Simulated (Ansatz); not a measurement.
Cost and result up the ladder for GaSb₂⁻ (the lowest singlet isomer of a short search) (3 atoms). Total charge -1; singlet. Geometry: B3LYP-D4/def2-TZVPD.

Cartesian coordinates in Å:
```
Ga -1.6063 -0.2749 -0.2849
Sb 1.0391 0.1235 -1.1740
Sb 0.5673 0.1514 1.4590
```

Ansatz on 4 threads of Intel Xeon on a shared host. Times are rough, summed over both states, and most runs start from the orbitals of an earlier one. RPA@PBE/def2-TZVPD serves as the yardstick here, not as an exact answer. The other state is a quintet at its own geometry.

In the def2 sets Sb takes a core potential; there is no spin–orbit coupling. LC-ωPBE has ω = 0.4 bohr⁻¹. Correlated methods freeze 17 core orbitals; core or outer-core shells of Ga, Sb are correlated, in sets that lack core-valence functions. The structure comes from a short search, and lower isomers may exist.

Run but left out: HF/def2-TZVPD (singlet: restricted singlet, unstable towards broken spin symmetry).

Correlated methods converge slowly with the basis.

```csv
level,functions,wall time,quintet − singlet (eV),difference from RPA@PBE/def2-TZVPD (eV),remarks
PBE-D4/def2-TZVPD,166,3.6 s,2.35,-0.02,"HOMO above zero (quintet), HOMO above zero (singlet)"
BLYP-D4/def2-TZVPD,166,4.3 s,2.47,0.10,"HOMO above zero (quintet), HOMO above zero (singlet)"
MP2/def2-TZVPD,166,6.9 s,2.60,0.23,restricted SCF unstable (singlet)
PBE0-D4/def2-TZVPD (with forces),166,7.3 s,2.21,-0.16,HOMO above zero (quintet)
BHLYP-D4/def2-TZVPD,166,7.7 s,2.19,-0.18,HOMO above zero (quintet)
r2SCAN-D4/def2-TZVPD,166,7.7 s,2.17,-0.20,HOMO above zero (quintet)
RPA@PBE/def2-TZVPD,166,7.8 s,2.37,0.00,–
LC-ωPBE/def2-TZVPD,166,8.8 s,1.96,-0.41,–
r2SCAN0-D4/def2-TZVPD,166,9.5 s,2.05,-0.32,HOMO above zero (quintet)
```
